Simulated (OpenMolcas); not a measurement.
# Cr3+: CASPT2 settings compared

* Program: OpenMolcas 26.06
* Basis: ANO-L-VQZP [7s6p4d3f2g]
* Scalar Hamiltonian: non-relativistic, point nucleus
* Active space: 3 electrons in 10 orbitals (3d 4d)
* State averaging: 2S+1 = 4 even, 10 roots; 2S+1 = 2 even, 40 roots kept (CI in the orbitals of an earlier block)
* Spin-orbit coupling: RASSI with atomic mean-field integrals over the reference wave functions, term energies averaged over their components

Methods on the same reference wave functions:
A. CASSCF
B. SS-CASPT2, IPEA 0.6 Eh, real shift 0.4 Eh (closed shells correlated: 2s 2p 3s 3p)
C. SS-CASPT2, IPEA 0.2 Eh, imaginary shift 0.4 Eh (closed shells correlated: 3s 3p)
D. MS-CASPT2, IPEA 0.6 Eh, real shift 0.4 Eh (closed shells correlated: 2s 2p 3s 3p)
E. XMS-CASPT2, IPEA 0.2 Eh, imaginary shift 0.2 Eh (closed shells correlated: 2s 2p 3s 3p)

Energies in cm-1 above 3d3 4F 3/2, the measured ground level; measured values from Sugar and Corliss, J. Phys. Chem. Ref. Data 6, 317 (1977).

| Level | A | B | C | D | E | Measured |
| --- | --- | --- | --- | --- | --- | --- |
| 3d3 4F 3/2 | 0.0 | 0.0 | 0.0 | 0.0 | 0.0 | 0.0 |
| 3d3 4F 5/2 | 253 | 255 | 255 | 255 | 255 | 236 |
| 3d3 4F 7/2 | 601 | 603 | 603 | 603 | 603 | 556 |
| 3d3 4F 9/2 | 1035 | 1036 | 1036 | 1036 | 1036 | 946 |
| 3d3 4P 1/2 | 17436 | 14900 | 14830 | 14900 | 14630 | 14059 |
| 3d3 4P 3/2 | 17554 | 15010 | 14950 | 15010 | 14750 | 14177 |
| 3d3 2G 7/2 | 17603 | 15820 | 15490 | 15820 | 16010 | 15052 |
| 3d3 4P 5/2 | 17857 | 15320 | 15260 | 15320 | 15050 | 14471 |
| 3d3 2G 9/2 | 17975 | 16200 | 15870 | 16200 | 16380 | 15402 |
| 3d3 2H 9/2 | 23328 | 21990 | 21820 | 21990 | 22110 | 21066 |
| 3d3 2P 1/2 | 23395 | 20380 | 20060 | 20380 | 20520 | 19519 |
| 3d3 2P 3/2 | 23505 | 20380 | 20060 | 20380 | 20550 |  |
| 3d3 2H 11/2 | 23621 | 22290 | 22110 | 22290 | 22410 | 21321 |
| 3d3 2D 3/2(1) | 25350 | 21780 | 21440 | 21780 | 21990 | 20650 |
| 3d3 2D 5/2(1) | 25592 | 21920 | 21570 | 21920 | 22140 | 20664 |
| 3d3 2F 7/2 | 40454 | 35880 | 35540 | 35880 | 35950 | 34363 |
| 3d3 2F 5/2 | 40609 | 36030 | 35690 | 36030 | 36110 | 34556 |
| 3d3 2D 5/2(2) | 62608 | 55660 | 55600 | 55660 | 55220 | 52975 |
| 3d3 2D 3/2(2) | 62770 | 55820 | 55760 | 55830 | 55370 | 53142 |

Deviations, from unrounded energies. A percentage is the sum of absolute deviations over the sum of measured energies, with the sign that they share, or ± where signs differ.

```
                        Against measurement  Levels      A     B     C     D     E
             mean absolute deviation (cm-1)      17   3800  1000   870  1000  1000
      fine structure of the ground term (%)       3   +8.8  +9.0  +9.0  +9.0  +9.0
other terms of the ground configuration (%)      14  +18.4  +5.0  +4.1  +5.0  +4.9
```

C lies closest to measurement on these levels and A furthest from it. The largest miss of C in the table is 3d3 2D 5/2(2), by +2600 cm-1. The ranking rests on the paired levels alone, and a cruder setting can come out closer through cancelling errors.

Among B to E the level of the table that moves most is 3d3 2D 5/2(1), by 570 cm-1 (lowest in C, highest in E). Moves below CASPT2's spread within the term are not significant.

The mean deviations of B to E differ by less than CASPT2's widest spread within a term (1400 cm-1), so their order carries little weight.

From A to B the spin-free energies of the other terms of 3d3 shown, above 4F, scale by factors of 0.85 to 0.94, as is usual when dynamic correlation screens the repulsion within a d or f shell.

The lowest spin-free term lies below A's lowest term by 0.362 hartree in B, 0.326 hartree in C, 0.362 hartree in D, 0.374 hartree in E.

CASPT2 breaks the degeneracy within a term, and the mean is taken; among the terms shown or strongly mixed into the levels shown the widest spread is 1400 cm-1 (3d3 4F, E). Terms from blocks run as CI alone lack orbitals of their own. Active for correlation alone: 4d; no level in the range computed is led by a configuration that fills it, so any true level of that kind is missing. Without dynamic correlation excited terms often stand tens of per cent too high (terms of higher spin than the ground term too low), and those without a measured partner can miss by more than the paired ones (holds for A). The CASPT2 spread within a term exceeds the gap to the next term for 3d3 2D(1) and 3d3 2H, so the order of their levels is uncertain (holds for D; E). Computed and measured levels are paired by configuration, term and J; levels that our copy of the source lacks, or whose pairing is in doubt (as where it misses far off the trend of its configuration), stay unpaired and out of the deviations. Levels of configurations outside the active space are missing.

A number in round brackets counts repeated terms of one configuration in the order of the reference energies.
